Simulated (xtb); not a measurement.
xtb input:

```bash
xtb mol.xyz --gfn 2 --sp --chrg -1 --uhf 0
```
mol.xyz:
```
10

Si     0.09796182     0.74121751    -0.08571513
C     -1.53846800    -0.34323084     0.09831609
C      1.38185314    -0.75478688    -0.12302819
H      0.25547793     1.04616930     1.42547310
H     -1.78710606    -0.81881753    -0.85855562
H     -1.45509814    -1.13920768     0.85128952
H     -2.39421064     0.28637496     0.36983599
H      1.19518875    -1.51270823     0.65041235
H      1.34594559    -1.26035332    -1.09602371
H      2.40802623    -0.39039635     0.00585285
```

What final total energy does it print?

-9.67287 Eh (GFN2-xTB).

It need not be the lowest isomer of its formula. Whether it binds its extra electron was not tested at this geometry.
